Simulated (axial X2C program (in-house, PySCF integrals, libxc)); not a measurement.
Potential curves of AlCo, 2c

Computed with an in-house all-electron X2C program for linear molecules (integrals from PySCF). Two-component (2c) means X2C with spin–orbit coupling and atomic mean-field two-electron Coulomb and Gaunt terms. Basis: Co dyall-cv3z [9s10p6d3f2g], Al dyall-v3z [8s8p2d1f] (cores contracted in-house); Gaussian nuclei, density fitting, unrestricted open shells. Masses: Co 58.933 u, Al 26.982 u.

State: Ω = 3 (⟨Sz⟩ = 1.00, ⟨Lz⟩ = 2.00 at r2SCAN0). Energies in cm⁻¹ from the lowest point of each curve. Fits are polynomials in 1 − R0/R over 0.85 to 1.23 times the lowest point R0.

```tsv
R (Å)	r2SCAN0	PBE0
2.1071	3035	3169
2.2040	1219	1319
2.2767	452	522
2.3493	75	111
2.4220	0	0
2.5068	200	160
2.5915	630	553
2.7005	1415	1298
2.8337	2596	2440
3.0275	4500	4321
```

One determinant describes the state; a PBE0 search over occupations chose it and may have missed a lower one. Density functionals use the spin component along the axis (collinear). PBE0 can misorder states that lie within some tenths of an eV, so this need not be the ground state of the molecule. The nearest other spin-free determinant of the search, M_S = 1, Λ = 3, lies 0.26 eV up at the distance of the search. Without a current term, density functionals place determinants with orbital angular momentum somewhat too high. With several unpaired electrons one determinant need not be a pure state. A state of lower Ω lies just above, and one determinant can place such states too high, so the state shown need not be the lowest. The search has Ω = 1 only 0.12 eV up. The determinant is spin-polarised beyond a pure state at some levels (its spin-free form has ⟨S²⟩ too high), which makes Re and μ there less reliable.

Question: What are Re and ωe at the r2SCAN0 level?

Answer: At r2SCAN0, 2c: Re = 2.407 Å, ωe ≈ 290 cm⁻¹; Be follows as 0.157 cm⁻¹.

Question: What are Re and ωe at the PBE0 level?

Answer: At PBE0, 2c: Re = 2.417 Å, ωe ≈ 285 cm⁻¹; Be follows as 0.156 cm⁻¹.
